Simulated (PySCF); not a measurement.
Gas-phase reaction: ZrOCl2 + 2 Cl = ZrCl4 + O

Method: PySCF energies (xtb for GFN2) plus ideal-gas RRHO corrections (1 bar). † marks an energy on the PBE0/def2-TZVP geometry and frequencies; other levels use their own. MP2 and CCSD(T) freeze the core. Open shells (unrestricted): Cl (multiplicity 2, electronic degeneracy 6), O (multiplicity 3, electronic degeneracy 9); the rest are closed-shell singlets. GFN2 has no spin-polarisation term. Spin-orbit splitting is ignored; it lowers the true energy and changes the entropy of Cl, O. Zr: scalar-relativistic def2 core potential, no spin-orbit coupling. ZrOCl2: computed as isolated molecules; such fragments, hydroxides, amides, oligomers or adducts are transient or little studied in the gas. MP2 isn't extrapolated to the basis-set limit; its ΔH°(298 K) is -216.6 kJ in def2-SVP and -222.3 kJ in def2-TZVPP. CCSD(T) isn't extrapolated to the basis-set limit; its ΔH°(298 K) is -255.1 kJ in def2-SVP and -250.3 kJ in def2-TZVPP. The harmonic model lacks anharmonicity and excited electronic states, which grow with temperature; levels with a mode under 35 cm⁻¹ are left out. Soft modes under 120 cm⁻¹ make the harmonic entropy rough for ZrOCl2, ZrCl4.

```
level                ΔE electronic, kJ  ΔH°(298 K), kJ  ΔS°(298 K), J/K  ΔG°(1600 K), kJ
-------------------  -----------------  --------------  ---------------  ---------------
CCSD(T)/def2-TZVPP†               -250            -250             -147              -23
GFN2-xTB                           -34             -35             -129              164
MP2/def2-SVP†                     -216            -217             -147               11
PBE0/def2-QZVP†                   -260            -261             -147              -33
PBE0/def2-SVP†                    -272            -272             -147              -45
r2SCAN/def2-TZVP†                 -269            -269             -147              -42
LDA/def2-TZVP†                    -250            -251             -147              -24
ωB97M-V/def2-TZVP†                -265            -266             -147              -38
```
ΔH° is lowest at PBE0/def2-SVP† and highest at GFN2-xTB. No reference value is set beside these.
